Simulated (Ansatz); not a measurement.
A structure relaxed at PBE0-D4/def2-TZVP, charge 0, multiplicity 1:

```xyz
12

C    -1.580    1.460   -1.068
Al   -1.186    0.050    0.234
B     0.600   -1.181    0.147
C     1.972   -0.868    0.829
F     0.534   -2.309   -0.577
H    -0.834    1.557   -1.860
H    -1.665    2.430   -0.564
H    -2.552    1.280   -1.542
H    -2.239   -0.160    1.419
H     2.689   -1.692    0.770
H     1.844   -0.575    1.877
H     2.416    0.007    0.335
```

Q: Give its formula and SMILES.

A: C2H7AlBF, `[CH3][AlH][B](C)F`.

Q: Summarise the bond lengths by kind.

A: 1 × Al–C 1.960 Å; 6 × C–H 1.092 to 1.099 Å; 1 × Al–B 2.170 Å; 1 × Al–H 1.599 Å; 1 × B–C 1.565 Å; 1 × B–F 1.341 Å.

All numbers were calculated with Ansatz.
